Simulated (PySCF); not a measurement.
## What builds the third ionisation energy along group 4

All values are computed (PySCF 2.14, energy differences of UHF-based or UKS calculations, no spin-orbit coupling). Each column adds one step, in eV (sums use unrounded values): valence MP2, valence CCSD, valence triples, then the next inner shell at CCSD(T) (Ti 3s 3p, Zr 4s 4p, Hf 5s 5p). References (NIST) marked * lie between the lowest fine-structure levels; the others compare directly ((s) semi-empirical, (t) theoretical).

```
                                                                                        element     UHF  + MP2  + CCSD  + (T)  + inner shell     sum           reference
                                         Ti [Ar] 3d2 → [Ar] 3d1 (def2-QZVPPD, non-relativistic)  26.791  0.132   0.035  0.000          0.413  27.372            27.492 *
          Zr [Kr] 4d2 → [Kr] 4d1 (def2-QZVPPD with the def2 core potential (28 electrons), ECP)  22.411  0.102   0.033  0.000          0.379  22.924        23.170 (s) *
Hf [Xe] 4f14 5d2 → [Xe] 4f14 5d1 (def2-QZVPPD with the def2 core potential (60 electrons), ECP)  21.461  0.097   0.030  0.000          0.376  21.964  22.55 ± 0.04 (t) *
```

What remains against the references is mostly basis incompleteness and, for starred values, spin-orbit coupling.

These are valence bases, so the inner-shell step is incomplete.
